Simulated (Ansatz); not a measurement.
`N#C[Si](F)(Cl)Cl` + HCl → `N#C[Si](Cl)(Cl)Cl` + H–F at 600 K and 1 bar (ligand exchange at the Si–F bond).

Program: Ansatz. Geometries: PBE0-D4/def2-TZVP. ΔE: electronic, gas phase. CBS: MP2 limit from def2 TZ/QZ plus the TZ coupled-cluster correction, frozen cores. This one scheme is used for every species.

```json
{"species": "`N#C[Si](F)(Cl)Cl`", "CCSD(T)/CBS energy (Eh)": "-1401.34551", "H − E (kJ/mol)": "94.7", "S (J/(mol·K))": "432.4"}
{"species": "HCl", "CCSD(T)/CBS energy (Eh)": "-460.38127", "H − E (kJ/mol)": "35.4", "S (J/(mol·K))": "207.2"}
{"species": "`N#C[Si](Cl)(Cl)Cl`", "CCSD(T)/CBS energy (Eh)": "-1761.31365", "H − E (kJ/mol)": "93.3", "S (J/(mol·K))": "437.0"}
{"species": "H–F", "CCSD(T)/CBS energy (Eh)": "-100.39570", "H − E (kJ/mol)": "42.3", "S (J/(mol·K))": "194.0"}
```

H − E and S are ideal-gas, rigid-rotor, harmonic terms from PBE0-D4/def2-TZVP. 1 Eh = 2625.50 kJ/mol, R = 8.31446 J/(mol·K).

Task: By hand: ΔE, ΔH, ΔS and ΔG.

Result: ΔE = (-1761.31365) + (-100.39570) − (-1401.34551) − (-460.38127) = 0.01743 Eh = 45.8 kJ/mol. Δ(H − E) = 93.3 + 42.3 − 94.7 − 35.4 = 5.5, so ΔH = 51.3 kJ/mol. ΔS = 437.0 + 194.0 − 432.4 − 207.2 = -8.6 J/(mol·K). ΔG = 51.3 − 600 × (-8.6)/1000 = 56.5 kJ/mol.

Task: By hand: the equilibrium constant, and the temperature at which ΔG would vanish if ΔH and ΔS stayed fixed.

Result: log₁₀ K = −ΔG/(RT ln 10) = -4.9. ΔH and −TΔS have one sign here, so there is no such temperature.

The number of gas molecules stays the same, so ΔS is small and ΔH decides. A doubt of 5 kJ/mol in ΔE shifts log₁₀ K by 0.4 here. These are equilibria of isolated gas molecules and say nothing of rates. Largest T1 diagnostic: 0.012 (customary marks: 0.02 for closed shells, 0.045 for open ones).
